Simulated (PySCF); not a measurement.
**MSb for M along the fifth-period p block**

PBE with double-zeta basis sets in PySCF, for the lowest determinant that a PBE0 search found; no spin–orbit coupling. De refers to high-spin ground-configuration atoms. A positive dipole means M(−)Sb(+).

```
 M     basis  state (unpaired electrons)  Re (Å)  ωe (cm⁻¹)  De (eV)  μ (D)
In  def2-SVP              triplet (π ↑↑)   2.987        140     1.81  -1.78
Sn  def2-SVP               doublet (π ↑)   2.671        219     2.63  -1.09
Te  def2-SVP               doublet (π ↑)   2.576        253     3.03   1.03
 I  def2-SVP              triplet (π ↑↑)   2.725        202     2.53   1.39
```

The shortest bond is that of SbTe (2.576 Å), the longest that of InSb (2.987 Å). SbTe is bound most strongly (3.03 eV) and InSb least (1.81 eV).

The state changes along the series, so neighbouring rows are not always alike in their bonding.

These are scalar-relativistic numbers at best; spin–orbit coupling would shift them, the dissociation energy most. States were picked by a PBE0 search and need not be the measured ground states.
